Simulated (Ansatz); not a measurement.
## Pulling the pair apart

The pair of CH₃F (SMILES CF, atoms 1–5) and SbH₃ (SMILES [SbH3], atoms 6–9), both closed shells, in one local arrangement (a lower one may exist), relaxed at PBE0-D4/def2-TZVP:

C1  (0.113, -0.261, -1.716)
F2  (-1.057, 0.204, -1.150)
H3  (0.268, -1.297, -1.407)
H4  (0.943, 0.359, -1.372)
H5  (0.024, -0.203, -2.803)
Sb6  (-0.769, 0.498, 2.085)
H7  (-0.182, -1.017, 1.560)
H8  (0.164, 0.397, 3.518)
H9  (0.496, 1.320, 1.284)
(Å)

SbH₃ is shifted rigidly along the line between the mean atom positions of the two fragments (negative: closer). Counterpoise interaction energies in kcal/mol. Ansatz 0.2.0; basis: def2-TZVPPD; cores frozen in the correlated methods. Filled d shells of the heavier atoms are correlated. Core potentials replace the inner electrons of the atoms past krypton. The def2 sets are not built for correlating such inner shells, so the correlated values are less sure here.

```csv
shift (Å),PBE0-D4,PBE-D4,HF
-0.33,-1.26,-1.32,1.79
-0.16,-1.84,-1.93,0.54
0.00,-2.01,-2.11,-0.12
0.16,-1.95,-2.05,-0.44
0.39,-1.71,-1.80,-0.59
0.82,-1.17,-1.23,-0.53
1.63,-0.49,-0.50,-0.28
3.26,-0.09,-0.09,-0.09
```

(1) What does CCSD(T) give at these shifts? (An estimate is asked for; the value comes from the calculation.)

No T1 diagnostic of these runs exceeds 0.013.

Results:

(1) Computed: -0.79, -1.49, -1.71, -1.69, -1.48, -1.00, -0.43, -0.11 kcal/mol. For zero shift, CCSD(T) at an estimated basis limit (MP2 extrapolated from triple and quadruple zeta, plus CCSD(T) − MP2 in triple zeta) gives -1.98 kcal/mol. These are counterpoise interaction energies, counted from the two frozen fragments.

For scale, one of the runs: CCSD(T)/def2-TZVPPD, 235 basis functions, launched by `ansatz run in.yaml --threads 4 --pin off --events-out ev --progress --plain --max-ram 9574MiB`. Hardware: 4 CPU threads of an Arm Neoverse V2, shared host. Wall time 2 min; peak host memory 4.8 GiB.
